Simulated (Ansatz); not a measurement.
Basis-set extrapolation for C$_{2}$H$_{8}$FNSi (`FCNC[SiH3]`) (PBE0-D4/def2-TZVP geometry, frozen core, Ansatz 0.2.0). Multiplicity 1, RHF reference.

```
                      def2-TZVPP   def2-QZVPP
                 HF  -523.307421  -523.327338
    MP2 correlation    -0.935486    -1.006260
CCSD(T) correlation    -1.019200      not run
```

Energies in hartree. Use E(X) = E(∞) + A·exp(−7.88·√X) for Hartree–Fock and E(X) = E(∞) + B·X^(−2.97) for correlation, with X = 3 and 4, and add CCSD(T) minus MP2 of the smaller set to the MP2 limit.

Task: What is the CCSD(T) energy at the basis-set limit?

Result: HF limit: -523.327338 + (-0.019917) × 0.13774 = -523.33008. MP2 limit: -1.006260 + (-0.070774) × 0.74074 = -1.05869. Higher-order term: -1.019200 − (-0.935486) = -0.08371. Total: -524.47248 hartree, 3.97 eV below CCSD(T)/def2-TZVPP.
